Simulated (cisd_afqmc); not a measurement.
Input (AFQMC/CISD/def2-SVP; cisd_afqmc is a phaseless AFQMC code with CISD trial states that reads the integrals written by Ansatz):

Ansatz 0.2 input:
```python
import cisd_afqmc

open("ham.yaml", "w").write("""\
crystal:
  periodic: [false, false, false]
  atoms:
    - {symbol: Ga, position_ang: [0.00000000, 0.00000000, 0.00000000]}
basis:
  gaussian:
    orbitals: def2-SVP
magnetization: {spin_polarized: true, initial_magnetization: 1}
correlation: {method: ccsd, electrons: outside_noble_gas, hamiltonian_folder: ham}
scf: {lower_state_search: full}
""")
rep = cisd_afqmc.ansatz("ham.yaml")
e_ccsd = rep["correlation"]["coupled_cluster"]["energy"]["hartree"]
out = cisd_afqmc.run("ham", e_ccsd, trial="CISD", walkers=200, populations=8, threads=8, dt=0.005, steps=40, early=24, settle=10, least=32,
    cut=5e-5, rank_cut=2e-4, target=0.0004, seconds=1500, seed=1, memory=12960, gpu=False)
```

Output:

```
orbitals 18, occupied [2, 1], factors 93 of 221, rank of the doubles 33 of 49
E(HF) = -1922.974135
E(CCSD) on the cut factors = -1923.017530, shift to the whole factors -0.000001
Energy of the trial state on the determinant = -1923.017384
  tau behind 7.2 of longer steps, mean of the populations' last blocks
   2.0  -1923.01830
   4.0  -1923.01830
   6.0  -1923.01832
   8.0  -1923.01827
blocks 374 (4 outliers left out), error by blocks joined: 1: 0.00001, 2: 0.00001, 4: 0.00002, 8: 0.00002, 16: 0.00003
E(AFQMC/CISD) = -1923.01825 +/- 0.00003
```

The error still grows at the longest joins of blocks, or few joins were possible, so the printed bar may be too narrow.
